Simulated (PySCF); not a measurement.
Spin-rotation constants: SMILES CC1=PC(CC)=C(C=C)P=C1, C9H12P2

Geometry:
```csv
atom,x (Å),y (Å),z (Å)
C1,-2.131,2.511,-0.553
C2,-1.709,1.588,0.301
C3,-0.401,0.931,0.208
P4,0.875,2.019,-0.330
C5,2.284,1.016,-0.381
C6,2.438,-0.312,-0.058
C7,3.804,-0.929,-0.198
P8,1.186,-1.384,0.514
C9,-0.265,-0.403,0.552
C10,-1.476,-1.215,0.950
C11,-2.357,-1.523,-0.260
H12,-1.533,2.811,-1.399
H13,-3.091,2.987,-0.448
H14,-2.347,1.293,1.124
H15,3.175,1.543,-0.715
H16,4.137,-0.884,-1.235
H17,4.531,-0.390,0.410
H18,3.791,-1.971,0.118
H19,-2.062,-0.694,1.710
H20,-1.136,-2.160,1.386
H21,-3.208,-2.133,0.035
H22,-1.784,-2.068,-1.008
H23,-2.726,-0.605,-0.712
```

Method used: PySCF, GIAO B3LYP/pcSseg-1 magnetisability, rotational g tensor and spin-rotation constants, non-relativistic, gas phase. Geometry: GFN2-xTB.

Problem. Give the nuclear spin-rotation constants along the inertial axes (H = +C I·J) beside the isotropic shieldings.

Solution. Rotational constants 1.1778, 0.7264, 0.4734 GHz. A star marks the isotopologue with that one atom substituted, in its own axes.
```tsv
atom	isotope	Caa (kHz)	Cbb (kHz)	Ccc (kHz)	mean (kHz)	σ (ppm)
P4	31P	3.574	1.860	0.606	2.013	32.4
P8	31P	3.430	1.816	0.652	1.966	44.1
H12	1H	-0.059	-0.027	-0.010	-0.032	25.4
H13	1H	0.108	-0.081	-0.050	-0.008	26.3
H14	1H	-0.033	-0.033	-0.006	-0.024	24.1
H15	1H	0.004	0.028	-0.047	-0.005	22.5
H16	1H	-0.098	-0.073	0.006	-0.055	28.9
H17	1H	-0.067	-0.056	-0.018	-0.047	28.9
H18	1H	-0.090	0.012	-0.053	-0.043	28.9
H19	1H	-0.047	-0.071	-0.011	-0.043	28.4
H20	1H	-0.082	0.009	-0.050	-0.041	28.6
H21	1H	-0.075	-0.016	-0.052	-0.048	30.5
H22	1H	-0.070	-0.082	-0.015	-0.055	30.9
H23	1H	-0.070	-0.021	-0.047	-0.046	30.0
C1	13C*	0.499	0.165	0.136	0.267	55.8
C2	13C*	0.545	0.204	0.141	0.296	34.3
C3	13C*	0.706	0.336	0.056	0.366	4.7
C5	13C*	0.530	0.396	0.068	0.331	12.9
C6	13C*	0.758	0.327	0.058	0.381	-3.8
C7	13C*	0.165	0.123	0.087	0.125	153.2
C9	13C*	0.575	0.449	0.059	0.361	-6.7
C10	13C*	0.207	0.128	0.088	0.141	144.1
C11	13C*	0.176	0.118	0.069	0.121	161.5
```
For the geometry as given, no vibrational averaging.
